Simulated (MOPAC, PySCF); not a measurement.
CH$_{3}$GeNSi, SMILES `N#[C][Ge][SiH3]` (lower singlet), neutral singlet in the gas phase. This singlet lies 0.97 eV below the relaxed triplet at the level B3LYP/cc-pVTZ // PBE0-D3(BJ)/def2-TZVP (Ansatz).

Cartesian coordinates (Å):
```xyz
7

N      2.8183     0.6046     0.0951
C      1.9849    -0.1969     0.0383
Ge     0.6708    -1.6489    -0.0729
Si    -1.1045     0.0443     0.1520
H     -2.4560    -0.5772     0.1388
H     -0.9968     0.9987    -0.9855
H     -0.9167     0.7753     1.4349
```
Charge 0, spin multiplicity 1.

All levels are single points at this geometry (PBE0-D3(BJ)/def2-TZVP); Pople sets use spherical d functions. Orbital energies aren't observables, and empty levels follow the basis.

PM3 in MOPAC gives HOMO (eV) = -8.50.

### Question
Estimate the HOMO (eV) from each of these levels: PBE0-D3(BJ)/def2-TZVP in PySCF; B3LYP/3-21G in PySCF; B3LYP/LANL2DZ in PySCF; BP86/6-31G* in PySCF; PBE/6-31G* in PySCF; SVWN5/6-31G* in PySCF; HF/6-31G* in PySCF; PM6 in MOPAC.

### Answer

```
level                           HOMO (eV)
------------------------------  ---------
PBE0-D3(BJ)/def2-TZVP in PySCF      -7.20
B3LYP/3-21G in PySCF                -6.81
B3LYP/LANL2DZ in PySCF              -6.99
BP86/6-31G* in PySCF                -6.22
PBE/6-31G* in PySCF                 -6.11
SVWN5/6-31G* in PySCF               -6.24
HF/6-31G* in PySCF                  -9.26
PM6 in MOPAC                        -8.07
```
